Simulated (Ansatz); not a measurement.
Mg2H2Cl2⁺, that is (HMg-mu-Cl)2 with one electron fewer, relaxed as a doublet with UKS PBE0-D4/def2-SVP in Ansatz, starting from the PBE0-D4/def2-SVP geometry of the neutral singlet. Force threshold 0.02 eV/Å.

Start:

Cartesian coordinates in Å:
```
Mg -0.4565 1.2256 1.0672
H -0.9176 2.4485 2.1336
Cl -0.3566 1.0201 -1.3241
Mg 0.4574 -1.2253 -1.0672
H 0.9094 -2.4515 -2.1337
Cl 0.3639 -1.0175 1.3241
```

Problem. Estimate the energy that the relaxation releases and the steps that it takes.

Solution. 2.8 kcal/mol, in 4 steps; 8 s on 2 threads of Intel Xeon 6975P-C on a shared host. No frequencies were taken in this run, so the end may be a saddle point.

Problem. Does the start keep its bonding and symmetry?

Solution. By distances, no bond broke or formed. The bond that changes most is Mg1–H2, from 1.69 to 1.81 Å (atoms count from 1). Point group D2h at the start, D2h at the end, both within 0.05 Å.

Problem. Predict the relaxed structure.

Solution. 
Cartesian coordinates in Å:
```
Mg -0.442 1.188 1.034
H -0.934 2.498 2.176
Cl -0.359 1.022 -1.327
Mg 0.443 -1.187 -1.034
H 0.929 -2.500 -2.176
Cl 0.363 -1.021 1.327
```
Bond lengths (bridged metal pairs left out): 4 × Cl–Mg 2.37 Å; 2 × H–Mg 1.81 Å.
